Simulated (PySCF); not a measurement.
Ligand exchange on a metal centre used in film growth or etching (Nb Cl-NH2). Isolated molecules, 0 K electronic values unless said otherwise. One relaxed conformer stands for each flexible species; it need not be the lowest.

The HOMO–LUMO gap from two functionals at the same geometries (r2SCAN-D4/def2-SVP), both in PySCF: PBE-D3(BJ)/def2-TZVP and B3LYP-D3(BJ)/def2-TZVP. B3LYP has the VWN-RPA correlation part, as in Gaussian. 

```
species                                      B3LYP-D3(BJ)/def2-TZVP (eV)
-------------------------------------------  ---------------------------
1 of 5 Cl replaced by NH2 ([Nb(Cl)4(NH2)])                          4.27
2 of 5 Cl replaced by NH2 ([Nb(Cl)3(NH2)2])                         4.48
3 of 5 Cl replaced by NH2 ([Nb(Cl)2(NH2)3])                         4.17
4 of 5 Cl replaced by NH2 ([Nb(Cl)(NH2)4])                          4.93
5 of 5 Cl replaced by NH2 ([Nb(NH2)5])                              5.04
```

Q: What does PBE-D3(BJ)/def2-TZVP give for each?

A: 
- 1 of 5 Cl replaced by NH2 ([Nb(Cl)4(NH2)]): 2.68
- 2 of 5 Cl replaced by NH2 ([Nb(Cl)3(NH2)2]): 2.90
- 3 of 5 Cl replaced by NH2 ([Nb(Cl)2(NH2)3]): 2.49
- 4 of 5 Cl replaced by NH2 ([Nb(Cl)(NH2)4]): 3.26
- 5 of 5 Cl replaced by NH2 ([Nb(NH2)5]): 3.41
Over these rows, drawn at random from the members with no instability flagged (it was tested for open shells, ions and some series alone), PBE minus B3LYP-D3(BJ): mean -1.63 eV, from -1.68 eV to -1.58 eV.
